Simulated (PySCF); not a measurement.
Ni (nickel, neutral): PBE calculation

Configuration: [Ar] 3d8 4s2, high-spin 3F determinant. Calculation: PySCF 2.14, in x2c-SVPall (5s3p3d1f, 36 functions); the spin-free X2C one-electron Hamiltonian (Gaussian nucleus).

```json
{"Total energy": "-1520.048 hartree", "One-electron energy": "-2106.639 hartree", "Hartree (Coulomb) energy": "650.079 hartree", "Exchange-correlation energy": "-63.488 hartree", "⟨S²⟩": "2.0024", "⟨L²⟩": "12.010", "Sum of ⟨r⟩": "21.76 bohr", "Sum of ⟨r²⟩": "35.54 bohr²", "Langevin diamagnetic susceptibility": "-28.2 ×10⁻⁶ cm³/mol", "Time after the integrals": "0.53 s of wall time on 1 thread of Neoverse-V2 (shared host)"}
```

| shell | electrons | mean orbital energy (eV) | spread (eV) | rms radius, mean of both spins (bohr) |
| --- | --- | --- | --- | --- |
| 1s α | 1 | -8205.6 | 0 | 0.0625 |
| 1s β | 1 | -8205.6 | 0 | 0.0625 |
| 2s α | 1 | -982.94 | 0 | 0.265 |
| 2s β | 1 | -981.84 | 0 | 0.265 |
| 2p α | 3 | -846.15 | 0 | 0.238 |
| 2p β | 3 | -845.32 | 0 | 0.238 |
| 3s α | 1 | -112.36 | 0 | 0.796 |
| 3s β | 1 | -109.94 | 0 | 0.796 |
| 3p α | 3 | -72.711 | 0 | 0.849 |
| 3p β | 3 | -70.342 | 0 | 0.849 |
| 3d α | 5 | -10.014 | 1.229 | 1.17 |
| 3d β | 3 | -8.419 | 0 | 1.17 |
| 4s α | 1 | -5.801 | 0 | 3.04 |
| 4s β | 1 | -5.443 | 0 | 3.04 |

Densities and radii are taken from the X2C orbitals without a picture-change correction, which distorts them close to the nucleus.
